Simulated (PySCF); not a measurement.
## Unknown compound

Molecular formula: C$_{4}$H$_{5}$Cl$_{2}$FSi. Simulated spectra:

$^{1}$H NMR (300 MHz, computed): δ 4.53 (q, 2H), 0.42 (t, 3H).

$^{13}$C{$^{1}$H} NMR (computed): δ 119.7, 104.8, 104.6, -5.6.

Theoretical values (PySCF): geometry: GFN2-xTB, PBE0/pcSseg-1 with gauge-including orbitals. Gas phase, non-relativistic Hamiltonian, rapidly exchanging positions averaged, one computed conformer.

Scale: TMS for $^{1}$H and $^{13}$C (reference shieldings calculated alike).

Task: Propose a structure and justify it.

Result: 
Rings plus π bonds: 2 (no ring in the answer). 4 carbon signals for 4 carbons: no two carbons are equivalent. Carbon types of the structure: 3 × C, 1 × CH3, leaving 2 H on heteroatoms. δC 119.7: propargylic fully substituted sp3 carbon bonded to 2 Cl and F; 3 electronegative neighbours deshield it. δC 104.8, 104.6: alkyne carbon; the triple bond shields along its axis, which puts it between sp3 and sp2 carbons. δC -5.6: methyl carbon bonded to Si; an electropositive neighbour leaves it electron-rich and shielded. δH 4.53: hydrogen on a silicon bonded to 2 C. δH 0.42: hydrogen on a methyl carbon bonded to Si; an electropositive neighbour shields it, as in TMS itself.

These data were computed for SMILES C(#C[SiH2]C)C(F)(Cl)Cl.

The data come from this structure; uniqueness wasn't tested.

Carbons that carry Cl, above all several Cl atoms, come out too deshielded, partly because spin–orbit coupling is missing. Splittings by $^{19}$F in the carbon and heteronuclear signals aren't shown, as no couplings were computed. Shifts are as computed. Against solution values, carbons near 30 ppm lie about +3 ppm off and those near 130 ppm about +5 ppm; carbons on Cl a further +6 ppm. Of 1309 compounds with measured shifts, 239 miss one by over three times the rms of a fit or turn the order of signals round; such compounds aren't used in these exercises. No couplings were computed; multiplicities are counted from neighbouring protons, with m where these are inequivalent, close in shift, in a saturated or five-membered ring or joined by F or P, and br s for small geminal =CH2 splittings.
